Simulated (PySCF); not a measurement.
triangular [4]phenylene (C24H12), SMILES c1ccc2c(c1)c1c3c4ccccc4c3c3c4ccccc4c3c21.

Geometry optimised at B3LYP-D3(BJ)/def2-SVP.

The numbers are results of PBE/def2-SVP (PySCF), not measurements.

Symmetry labels are those of the subgroup Cs that the program uses (full group C3h).

Computed valence orbital energies around the gap with their symmetry:
```tsv
orbital	symmetry	energy (eV)
HOMO−7	A'	-7.60
HOMO−6	A'	-7.60
HOMO−5	A"	-6.68
HOMO−4	A"	-6.68
HOMO−3	A"	-6.59
HOMO−2	A"	-5.56
HOMO−1	A"	-5.11
HOMO	A"	-5.11
LUMO	A"	-2.51
LUMO+1	A"	-2.51
LUMO+2	A"	-1.90
LUMO+3	A"	-1.03
```
